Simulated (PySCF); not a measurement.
**F⁺: ionisation energy**

F⁺ [He] 2s2 2p4 (3P) → F²⁺ [He] 2s2 2p3 (4S), as a difference of total energies. Computed with PySCF 2.14 in aug-cc-pVTZ with one added diffuse shell each of s, p, d, f type (6s5p4d3f, 62 functions), with no relativity, point nucleus. Correlated levels: valence: 1s2 frozen. The calculations carry no spin-orbit coupling.

```csv
method,ionisation energy (eV),plus first-order spin-orbit estimate,error of that sum (eV)
UHF,33.392,33.412,-1.559
LDA,35.258,35.278,+0.307
PBE,35.424,35.443,+0.472
PBE0,35.254,35.273,+0.302
r2SCAN,35.111,35.131,+0.160
HSE06,35.295,35.315,+0.344
M06,35.156,35.176,+0.205
B2PLYP,35.149,35.169,+0.198
CAM-B3LYP,35.486,35.506,+0.535
MP2 (valence),34.621,34.641,-0.330
SCS-MP2 (valence),34.725,34.744,-0.227
```

Reference: 34.971 eV (measured; NIST Atomic Spectra Database, ionization energies).

A first-order spin-orbit estimate (lowest level to lowest level, LS coupling) adds 0.020 eV.

Errors of the correlated levels include the incompleteness of this basis and the frozen core.
